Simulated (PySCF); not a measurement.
PySCF input for trifluoromethoxyethane (C3H5F3O), SMILES CCOC(F)(F)F, ωB97X-D3(BJ)/def2-SVP. 

```python
import numpy as np
from pyscf import gto, scf, dft
import os
os.environ['JAX_PLATFORMS'] = 'cpu'
from ase import Atoms, units
from ase.calculators.calculator import Calculator, all_changes
from sella import Sella

mol = gto.M(
    atom='''
    C     2.71931093    0.11014285   -0.58915668
    C     1.23112516    0.10739471   -0.87442121
    O     0.54550570   -0.04342609    0.38962298
    C    -0.76489770   -0.04747460    0.32377613
    F    -1.29057449    1.08404950   -0.19155371
    F    -1.27217778   -1.03748258   -0.44029319
    F    -1.28068385   -0.19402822    1.53695464
    H     3.01039976   -0.82350977   -0.11731485
    H     3.26412948    0.22676361   -1.52115405
    H     2.96910017    0.92984882    0.07772061
    H     0.91548363    1.04880098   -1.33659515
    H     0.95453623   -0.72772103   -1.52679960
    ''',
    basis='def2-SVP',
    charge=0,
    spin=0,
    max_memory=1600,
    verbose=3,
)
mf = dft.RKS(mol, xc='wb97x-d3bj').density_fit(auxbasis='def2-universal-jkfit')
mf.grids.level = 3
mf.conv_tol = 1e-9
mf.max_cycle = 100
mf.kernel()
grad = mf.nuc_grad_method()
grad.grid_response = mol.nao <= 150
scan = grad.as_scanner()
scan.verbose = scan.base.verbose = 0
class SCF(Calculator):
    implemented_properties = ['energy', 'forces']
    def calculate(self, atoms=None, properties=None, system_changes=all_changes):
        super().calculate(atoms, properties, system_changes)
        e, g = scan(mol.set_geom_(self.atoms.positions, unit='Angstrom', inplace=False))
        assert scan.converged
        self.results = {'energy': float(e) * units.Hartree, 'forces': -np.asarray(g) * units.Hartree / units.Bohr}
atoms = Atoms(mol.elements, mol.atom_coords(unit='Angstrom'), calculator=SCF())
conv = Sella(atoms, order=0, internal=True, allow_fragments=True).run(fmax=0.002, steps=150)
mol_eq = mol.set_geom_(atoms.positions, unit='Angstrom', inplace=False)
print(mol_eq.tostring(format='xyz'))
mf.reset(mol_eq)
mf.verbose = 3
mf.kernel()
```

Output:

```
converged SCF energy = -491.816636617938
     Step          Energy         fmax         cmax       rtrust          rho
Sella   0   -13383.012352       1.7752       0.0000       0.1000       1.0000
Sella   1   -13383.052103       1.7752       0.0000       0.1000       0.9645
Sella   2   -13383.056406       0.4736       0.0000       0.1000       0.8973
Sella   3   -13383.056979       0.0940       0.0000       0.1000       1.1575
Sella   4   -13383.057065       0.0465       0.0000       0.1000       1.2298
Sella   5   -13383.057079       0.0173       0.0000       0.1000       1.0258
Sella   6   -13383.057080       0.0066       0.0000       0.1000       1.1980
12
XYZ from PySCF
C           2.71605465        0.11007573       -0.58566767
C           1.23131124        0.10738161       -0.87561880
O           0.54225642       -0.04243788        0.37601730
C          -0.79413132       -0.04771057        0.32318820
F          -1.29174876        1.09503981       -0.18291608
F          -1.27306061       -1.04389850       -0.44324844
F          -1.26800598       -0.20083089        1.55148930
H           3.01811052       -0.83173850       -0.10379021
H           3.28017224        0.22096091       -1.52405004
H           2.97859634        0.94377959        0.08249581
H           0.91084337        1.05009803       -1.34849110
H           0.95085913       -0.72736115       -1.53862236
converged SCF energy = -491.818280324638
```

Self-consistency was reached.

Cost: very roughly 100 core-seconds.
